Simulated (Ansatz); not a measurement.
Basis-set extrapolation for CH6BNO (`NCBO`) (PBE0-D4/def2-TZVP geometry, frozen core, Ansatz 0.2.0). Multiplicity 1, RHF reference.

|  | def2-TZVPP | def2-QZVPP |
| --- | --- | --- |
| HF | -195.477004 | -195.486599 |
| MP2 correlation | -0.733205 | -0.785780 |
| CCSD(T) correlation | -0.792400 | not run |

Energies in hartree. Use E(X) = E(∞) + A·exp(−7.88·√X) for Hartree–Fock and E(X) = E(∞) + B·X^(−2.97) for correlation, with X = 3 and 4, and add CCSD(T) minus MP2 of the smaller set to the MP2 limit.

Task: What is the CCSD(T) energy at the basis-set limit?

Result: HF limit: -195.486599 + (-0.009595) × 0.13774 = -195.48792. MP2 limit: -0.785780 + (-0.052575) × 0.74074 = -0.82472. Higher-order term: -0.792400 − (-0.733205) = -0.05919. Total: -196.37183 hartree, 2.79 eV below CCSD(T)/def2-TZVPP.
